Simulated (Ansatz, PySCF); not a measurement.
Noncovalent pair: HBr (SMILES Br) (first 2 atoms) with H4OSi (SMILES O[SiH3]); geometry from B3LYP-D3(BJ)/def2-TZVP, rigid monomers moved along the line of their centres of mass till H2···O3 is 2.17 Å.
(charge 0, multiplicity 1):
```xyz
8

Br    -0.60942    -1.15565    -0.02079
H     -0.15486    -0.42267     1.13544
O      0.46307     0.59186     2.95229
Si    -0.04185     0.22586     4.49700
H      1.14779     1.25393     2.82554
H      1.08687    -0.28147     5.31049
H     -1.07149    -0.81380     4.32513
H     -0.60884     1.42339     5.15850
```

Counterpoise-corrected where a basis set is named; no monomer relaxation.

Frozen-core correlation. Filled d and f shells under p-block atoms count as core. CBS(a, b) extrapolates the correlation energy as X⁻³ and adds the Hartree–Fock energy of set b.

The values were computed with Ansatz (a program for electronic structure); PySCF for the dispersion terms. Values without a source in brackets are computed.

Q: What interaction energy does CCSD(T)/CBS(def2-SVPD, def2-TZVPPD) give?

A: -3.9 kcal/mol

Q: Give the interaction energy at the level PBE0-D4/def2-TZVPPD.

A: -4.5 kcal/mol

Q: Give the interaction energy at the level HF/def2-SVPD.

A: -2.9 kcal/mol
